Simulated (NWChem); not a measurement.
System: CH3BeCl; SMILES [CH3][Be][Cl]

B3LYP is NWChem's, with the RPA form of VWN correlation.

Task: Give the equilibrium geometry at B3LYP/6-31G* (spherical d) (NWChem) as an XYZ file, with the point group.

Result: point group C3v; any orientation.
```
6

Be     0.0000     0.0000     0.4935
Cl     0.0000     0.0000    -1.3198
C      0.0000     0.0000     2.1711
H     -0.8902    -0.4952     2.5816
H      0.0162     1.0185     2.5816
H      0.8739    -0.5233     2.5816
```
